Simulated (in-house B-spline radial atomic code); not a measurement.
## Ca³⁺: 1s1 2s2 2p6 3s2 3p6 (with a hole in an inner shell)

Level of theory: Dirac-Hartree-Fock, average of configuration, Fermi nucleus of rms radius 3.4776 fm; calculated with a radial B-spline atomic code at the basis-set limit.

Effective charges: Z_r = [3n² - l(l+1)]/(2<r>) from the radius, Z_e = n√(-2ε) from the energy, and Slater's rules. Values are occupation-weighted means over j.

```
shell  electrons   ε (eV)  <r> (bohr)    Z_r    Z_e  Slater
   1s          1  -4374.4     0.07607  19.72  17.93   20.00
   2s          2  -539.89      0.3478  17.25  12.60   16.70
   2p          6  -458.89      0.3078  16.25  11.62   16.70
   3s          2  -99.603       1.073  12.58   8.12    9.75
   3p          6  -73.705       1.136  11.00   6.98    9.75
```

The least bound orbital is 3p3/2 at -73.52 eV, and it is also the most diffuse (<r> = 1.138 bohr). The part-filled 1s shell lies below the filled 3p shell in orbital energy.

Spin-orbit splittings of the orbital energies (j = l + 1/2 above j = l - 1/2 when positive): 2p 4.553 eV, 3p 0.5562 eV.

For the 1s electron the small component carries 0.522 % of the norm, the zero-frequency Breit interaction raises the level by 1.031 eV, self-energy by 1.709 eV, and vacuum polarisation lowers it by 0.1263 eV.
